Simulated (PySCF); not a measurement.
**Cu²⁺: fine-structure interval**

Cu²⁺ [Ar] 3d9 [3d3/2^4 3d5/2^5, M_J = 5/2] → Cu²⁺ [Ar] 3d9 [3d3/2^3 3d5/2^6, M_J = 3/2], as a difference of total energies. Computed with PySCF 2.14 in x2c-QZVPPall-2c, with the two-component X2C-1e Hamiltonian. Correlated levels: [Ne] frozen; the 8 highest virtual spinors dropped. "Screened" scales the spin-orbit matrix elements by Boettger's factors to mimic the two-electron term; Breit and QED terms are absent.

```json
{"method": "GHF (screened spin-orbit)", "fine-structure interval (cm⁻¹)": "2304.4"}
{"method": "GMP2 (screened spin-orbit)", "fine-structure interval (cm⁻¹)": "2398.4"}
{"method": "GHF (bare spin-orbit)", "fine-structure interval (cm⁻¹)": "3505.4"}
```
